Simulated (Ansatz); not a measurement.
This geometry of CH5B2F (9 atoms, charge 0, multiplicity 1) is a first-order saddle point.

Level of theory: RKS PBE0/def2-SVP in Ansatz 0.2.0.

```xyz
9
Properties=species:S:1:pos:R:3
C -0.019 1.297 -0.047
B 0.410 -0.148 -0.423
B -0.169 -1.543 0.448
F 0.127 -2.763 0.019
H -0.919 1.432 -0.692
H -0.366 1.446 0.986
H 0.674 2.097 -0.347
H 1.110 -0.310 -1.403
H -0.849 -1.508 1.459
```

Q: Which two structures does it join? (They come from a converged band through this point; their orientation in space is the band's.)

A: No bond is made or broken. The dihedral C1–B2–B3–H9 goes from -94 to 86°.

Initial state:

```xyz
9
Properties=species:S:1:pos:R:3
C -0.140 1.282 -0.113
B 0.463 -0.145 -0.308
B -0.084 -1.552 0.460
F -1.071 -2.303 -0.022
H -0.790 1.392 -1.007
H -0.783 1.433 0.765
H 0.596 2.097 -0.190
H 1.396 -0.250 -1.084
H 0.414 -1.953 1.500
```

Final state:

```xyz
9
Properties=species:S:1:pos:R:3
C -0.147 1.283 -0.113
B 0.466 -0.145 -0.287
B -0.116 -1.565 0.428
F 0.370 -2.045 1.569
H -0.731 1.447 -1.043
H -0.832 1.430 0.734
H 0.618 2.077 -0.120
H 1.377 -0.251 -1.088
H -1.006 -2.231 -0.079
```

Q: How far does it lie above each of them?

A: 20.9 kJ/mol above the first and 20.5 kJ/mol above the second. This is the barrier of this one path; another mechanism may lie lower.

Time of the run: 3.9 min on 1 thread of Arm Neoverse V2, on a shared host, peak memory 0.15 GiB.
